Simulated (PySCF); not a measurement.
## Nuclear quadrupole coupling in `CO[Si@@H]1[SiH2][SiH2][SiH2][Si@@H]1O`

CH₁₂O₂Si₅.
Cartesian coordinates in Å at the GFN2-xTB level; atoms count from 1:
```
atom  x, y, z in Å
C1    -3.0005    0.8146   -0.9231
O2    -1.6613    1.1324   -0.7127
Si3   -0.3456    0.2727   -1.1933
Si4   -0.3716   -1.8849   -0.2877
Si5    1.3320   -1.9580    1.3172
Si6    2.5656    0.0253    1.1513
Si7    1.3307    1.5000   -0.1541
O8     0.7011    2.5050    0.9742
H9    -3.2518    0.8870   -1.9841
H10   -3.2172   -0.2012   -0.5831
H11   -3.6137    1.5205   -0.3612
H12   -0.3585    0.2497   -2.6711
H13   -1.6800   -2.2463    0.2912
H14   -0.2053   -2.9228   -1.3172
H15    0.7641   -2.1519    2.6609
H16    2.1637   -3.1581    1.1499
H17    2.9830    0.5430    2.4596
H18    3.8474   -0.2671    0.4870
H19    2.0974    2.3388   -1.0949
H20   -0.0847    3.0118    0.7882
```

Field gradients from the PBE0/pcSseg-1 density (PySCF, non-relativistic), principal values in atomic units, ordered |Vxx| ≤ |Vyy| ≤ |Vzz|:

| atom | Vxx | Vyy | Vzz |
| --- | --- | --- | --- |
| O2 | -0.5214 | -1.2375 | 1.7589 |
| O8 | -0.3097 | -1.1848 | 1.4946 |

**Question.** Find the asymmetry η = (Vxx − Vyy)/Vzz and the couplings χ = eQV/h (234.96 MHz × Q in barn × V in au), with Q(17O) = −0.0256 b.

**Answer.** 
| atom | environment | nucleus | η | χzz (MHz) | χxx (MHz) | χyy (MHz) |
| --- | --- | --- | --- | --- | --- | --- |
| O2 | silyl ether oxygen | 17O | 0.41 | -10.58 | 3.14 | 7.44 |
| O8 | silanol oxygen | 17O | 0.59 | -8.99 | 1.86 | 7.13 |

The tensor is traceless: Vxx + Vyy + Vzz = 0.

**Question.** What is Vzz at O2 in SI units (1 au = 9.71736 × 10²¹ V/m²)?

**Answer.** 1.7589 au = 17.092 × 10²¹ V/m².

**Question.** And the gradient at the other heavy atoms, for which no coupling is worked out here?

**Answer.** 
| atom | environment | Vzz (au) | η |
| --- | --- | --- | --- |
| C1 | methoxy carbon | 0.410 | 0.03 |
| Si3 | oxygen-bound silicon | 0.476 | 0.45 |
| Si4 | SiH2 silicon | -0.096 | 0.58 |
| Si5 | SiH2 silicon | 0.126 | 0.22 |
| Si6 | SiH2 silicon | 0.122 | 0.75 |
| Si7 | oxygen-bound silicon | 0.382 | 0.40 |

**Question.** What couplings would deuterons (Q(2H) = 0.00286 b) have in place of the hydrogens, at this geometry?

**Answer.** 
```tsv
atom	bonded to	bond length (Å)	Vzz (au)	η	χzz (kHz)
H9	C1	1.093	0.2969	0.08	200
H10	C1	1.093	0.2948	0.09	198
H11	C1	1.091	0.3013	0.07	202
H12	Si3	1.478	0.1526	0.05	103
H13	Si4	1.476	0.1600	0.01	108
H14	Si4	1.471	0.1624	0.01	109
H15	Si5	1.472	0.1617	0.00	109
H16	Si5	1.470	0.1631	0.00	110
H17	Si6	1.468	0.1647	0.01	111
H18	Si6	1.473	0.1607	0.01	108
H19	Si7	1.475	0.1537	0.04	103
H20	O8	0.953	0.5113	0.07	344
```

Geometry: GFN2-xTB, one conformer, isolated molecule. GFN2-xTB bond lengths can be off by several hundredths of an ångström, more for odd bonds, and the gradients follow them. With a basis this small, the couplings can be 20 % off.
